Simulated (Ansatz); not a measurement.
Reaction (cleavage of the Si–B bond): `B[SiH2]O` + `C[SiH](O)F` → `C[SiH](F)O[SiH2]O` + BH₃

Calculated with Ansatz (gas phase, PBE0-D4/def2-TZVP geometries, no zero-point term in ΔE). CCSD(T)/CBS adds triple-zeta CCSD(T) − MP2 to the extrapolated MP2 energy (def2 sets, frozen cores). This one scheme is used for every species. DFT in def2-TZVPP. B3LYP here is the variant with VWN-RPA as its local correlation; programs differ in this. Each species was taken in one conformer, which may not be the lowest.

```
  level  ΔE (kJ/mol)
PBE0-D4       -140.8
  B3LYP       -148.9
```

**Question.** What does CCSD(T)/CBS give? (Estimate.)

**Answer.** The calculation gave: -156.5 kJ/mol. The listed levels differ from it by 15.7, 7.6 kJ/mol.

Largest T1 diagnostic among the species: 0.012.

In def2-TZVPP, CCSD(T) changes the Hartree–Fock value by +19.7 kJ/mol (the triples alone add +1.8 kJ/mol) and MP2 by +11.3 kJ/mol. The D4 term adds −8.2 kJ/mol with B3LYP and −4.9 kJ/mol with PBE0; it sums over pairs of atoms, weighted by their polarisabilities, and B3LYP, whose exchange is more repulsive, gets the larger term. From PBE to PBE0 (25 % exact exchange), in def2-TZVPP and without D4, ΔE moves by −10.9 kJ/mol.
